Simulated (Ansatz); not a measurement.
Relaxation of a periodic cell of 20 atoms, HC18N (surface graphene monolayer, adsorbate NH), to a largest force component of 0.03 eV/Å in at most 60 steps.

All numbers below come from Ansatz, DFT r2SCAN-D3(BJ), scalar-relativistic, plane waves, PAW. Settings: cutoff 500 eV, k mesh 2x2x1, gaussian smearing 0.05 eV, no spin polarisation.

```xyz
20
Lattice="7.3980 0.0000 0.0000 -3.6990 6.4069 0.0000 0.0000 0.0000 11.0000" Properties=species:S:1:pos:R:3:forces:R:3
C 0.000 0.000 1.000 0.00 -0.38 0.01
C 1.233 0.712 1.000 0.65 -0.73 -0.24
C -1.233 2.136 1.000 -0.19 0.60 0.07
C 0.000 2.847 1.000 0.33 -2.03 0.15
C -2.466 4.271 1.000 -0.07 0.09 0.12
C -1.233 4.983 1.000 -2.82 0.86 -1.66
C 2.466 0.000 1.000 -2.01 2.16 -1.78
C 3.699 0.712 1.000 0.24 1.67 -0.92
C 1.233 2.136 1.000 -0.38 0.73 0.15
C 2.466 2.847 1.000 -0.31 0.32 0.00
C 0.000 4.271 1.000 -0.65 -1.68 -0.11
C 1.233 4.983 1.000 1.60 1.06 -0.11
C 4.932 0.000 1.000 1.52 3.07 -1.96
C 6.165 0.712 1.000 -0.74 -0.49 -0.19
C 3.699 2.136 1.000 0.21 -0.60 -0.24
C 4.932 2.847 1.000 0.41 -0.27 0.01
C 2.466 4.271 1.000 0.71 -0.66 0.40
C 3.699 4.983 1.000 -0.13 0.49 0.24
N 0.026 5.216 2.160 1.34 -2.42 6.29
H 0.099 5.286 3.190 0.31 -1.81 -0.20
```

Question: Where does it end, and by what steps?

Answer: The forces met the threshold. Limits of this set-up: coarse k mesh, slab without dipole correction, a typed lattice constant that wasn't relaxed here. After 12 steps the energy has fallen by 5.709 eV; H20 moved furthest, 1.61 Å.

| step | energy less start (eV) | largest force component (eV/Å) | accepted |
| --- | --- | --- | --- |
| 0 | 0.0000 | 6.287 | yes |
| 1 | -1.5596 | 3.275 | yes |
| 2 | -2.6847 | 2.273 | yes |
| 3 | -3.7870 | 1.873 | yes |
| 4 | -4.5773 | 1.136 | yes |
| 5 | -5.0056 | 0.907 | yes |
| 6 | -5.3071 | 0.945 | yes |
| 7 | -5.5176 | 0.923 | yes |
| 8 | -5.6440 | 0.690 | yes |
| 9 | -5.6950 | 0.307 | yes |
| 10 | -5.7078 | 0.099 | yes |
| 11 | -5.7094 | 0.047 | yes |
| 12 | -5.7094 | 0.005 | yes |

```xyz
20
Lattice="7.3980 0.0000 0.0000 -3.6990 6.4069 0.0000 0.0000 0.0000 11.0000" Properties=species:S:1:pos:R:3
C -0.073 0.100 0.918
C 1.147 0.803 0.922
C -1.309 2.226 0.912
C -0.072 2.913 1.001
C -2.550 4.376 0.911
C -1.341 5.102 1.002
C 2.381 0.082 0.973
C 3.641 0.810 0.973
C 1.141 2.233 0.969
C 2.399 2.959 0.969
C -0.116 4.348 1.294
C 1.195 5.105 1.295
C 4.854 0.136 1.003
C 6.088 0.820 0.912
C 3.635 2.239 0.922
C 4.853 2.944 0.918
C 2.416 4.350 1.002
C 3.629 5.077 0.912
N 0.514 4.770 2.572
H 0.984 3.956 2.969
```

Whether the end is a true minimum wasn't checked by a vibrational analysis.

Time of the run: 3.5 min on 2 threads of Intel(R) Xeon(R) Platinum 8488C (Sapphire Rapids), with other jobs on the host, peak memory 1.8 GiB.
